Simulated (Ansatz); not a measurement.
## Nudged elastic band run: CH₄AlNS

The input (input.yaml):

```yaml
crystal:
  periodic: [false, false, false]
  atoms:
    - { symbol: "N", position_ang: [-0.778391, 1.195582, 0.589057] }
    - { symbol: Al, position_ang: [0.668204, 0.208031, 0.375632] }
    - { symbol: C, position_ang: [0.448112, -1.351913, -0.828278] }
    - { symbol: S, position_ang: [-1.000708, -1.621303, -1.522163] }
    - { symbol: H, position_ang: [-0.872375, 2.028183, 1.158486] }
    - { symbol: H, position_ang: [-1.654594, 0.973723, 0.125807] }
    - { symbol: H, position_ang: [2.023507, 0.576713, 1.111129] }
    - { symbol: H, position_ang: [1.258547, -2.066116, -1.06547] }
basis:
  gaussian: { orbitals: def2-SVP }
hamiltonian:
  xc: pbe0
neb:
  order_check: false
  images: 9
  f_tol: 0.05
  max_iterations: 36
  initial_path: idpp
  final_atoms:
    - { symbol: "N", position_ang: [-0.77763771, 1.19814378, 0.58625995] }
    - { symbol: Al, position_ang: [0.66686489, 0.2064352, 0.37789518] }
    - { symbol: C, position_ang: [0.44894989, -1.35037044, -0.83056542] }
    - { symbol: S, position_ang: [-1.00468259, -1.63322626, -1.50917446] }
    - { symbol: H, position_ang: [-1.65354881, 0.97953893, 0.12097399] }
    - { symbol: H, position_ang: [-0.87023564, 2.02962734, 1.15758985] }
    - { symbol: H, position_ang: [2.01958329, 0.56866615, 1.12143411] }
    - { symbol: H, position_ang: [1.26300869, -2.05591469, -1.0802132] }
```

Run as:

```bash
$ ansatz run input.yaml --threads 1 --pin off --max-ram 2048MiB --backend cpu --events-out ev --progress --plain --runs-dir out
```

Output, in part (warnings, iteration lines, the closing report on the highest movable image, with atoms numbered from 0):

```
NEB end point (image 0): max|allowed force component| = 9.676e-4 eV/Å (the criterion of neb.relax_end_points is 1.000e-2)
NEB end point (image 10): max|allowed force component| = 8.891e-3 eV/Å (the criterion of neb.relax_end_points is 1.000e-2)
NEB iter   1: max|band force component| = 3.786e-1 eV/Å  barrier→ = 0.5629 eV  barrier← = 0.5629 eV  CI = image 5  Δτ_max = 0.1379 Å  (305 SCF iters)
NEB iter   2: max|band force component| = 6.056e-1 eV/Å  barrier→ = 0.5185 eV  barrier← = 0.5184 eV  CI = image 5  Δτ_max = 0.0700 Å  (285 SCF iters)
NEB iter   3: max|band force component| = 2.610e-1 eV/Å  barrier→ = 0.5049 eV  barrier← = 0.5049 eV  CI = image 5  Δτ_max = 0.0575 Å  (286 SCF iters)
NEB iter   4: max|band force component| = 2.187e-1 eV/Å  barrier→ = 0.5027 eV  barrier← = 0.5027 eV  CI = image 5  Δτ_max = 0.0415 Å  (294 SCF iters)
NEB iter   5: max|band force component| = 2.388e-1 eV/Å  barrier→ = 0.4980 eV  barrier← = 0.4980 eV  CI = image 5  Δτ_max = 0.0209 Å  (287 SCF iters)
NEB iter   6: max|band force component| = 1.468e-1 eV/Å  barrier→ = 0.4961 eV  barrier← = 0.4960 eV  CI = image 5  Δτ_max = 0.0208 Å  (287 SCF iters)
NEB iter   7: max|band force component| = 1.148e-1 eV/Å  barrier→ = 0.4939 eV  barrier← = 0.4938 eV  CI = image 5  Δτ_max = 0.0418 Å  (288 SCF iters)
NEB iter   8: max|band force component| = 6.847e-2 eV/Å  barrier→ = 0.4905 eV  barrier← = 0.4904 eV  CI = image 5  Δτ_max = 0.0331 Å  (293 SCF iters)
NEB iter   9: max|band force component| = 4.516e-2 eV/Å  barrier→ = 0.4892 eV  barrier← = 0.4891 eV  CI = image 5  Δτ_max = 0.0000 Å  (554 SCF iters)
Total energy: -20006.50803582 eV, -735.2256094180 hartree
Atom 0 at    -0.878439     0.954849     1.064464 Å, force    -0.011030    -0.021927     0.003083 eV/Å
Atom 1 at     0.544876     0.003473     0.533212 Å, force    -0.021710     0.021397     0.011761 eV/Å
Atom 2 at     0.623085    -0.890059    -1.239763 Å, force     0.002214    -0.015655    -0.014694 eV/Å
Atom 3 at    -0.660582    -0.871450    -2.242134 Å, force     0.010607     0.001944     0.013960 eV/Å
Atom 4 at    -1.106989     1.851024     0.643533 Å, force     0.013484     0.006658    -0.007654 eV/Å
Atom 5 at    -1.758683     0.497254     1.287201 Å, force     0.013486     0.001923     0.000636 eV/Å
Atom 6 at     1.805809    -0.167479     1.483323 Å, force    -0.001602     0.000628     0.002060 eV/Å
Atom 7 at     1.523225    -1.434712    -1.585636 Å, force    -0.005448     0.005031    -0.009152 eV/Å
Dipole moment:    -0.020925     0.080842     0.090805 e Å
```

It converged. A vibrational analysis at the climbing image gives 2 clearly imaginary modes (440i, 55i cm⁻¹): a point of higher order, so a lower path passes nearby.

Final band (atoms are numbered from 1 in the order of the input):

```csv
image,path coordinate (Å),energy (eV),dihedral H6–N1–Al2–C3 (°)
0,0.00,0.00,0
1,0.36,0.04,11
2,0.73,0.15,25
3,1.09,0.30,39
4,1.45,0.44,53
5,1.82,0.49,70
6,2.20,0.43,93
7,2.59,0.29,118
8,2.98,0.13,143
9,3.37,0.02,167
10,3.76,0.00,180
```

Run time: 4.8 min on 1 thread of Arm Neoverse V1, with other jobs on the host, peak memory 0.16 GiB.
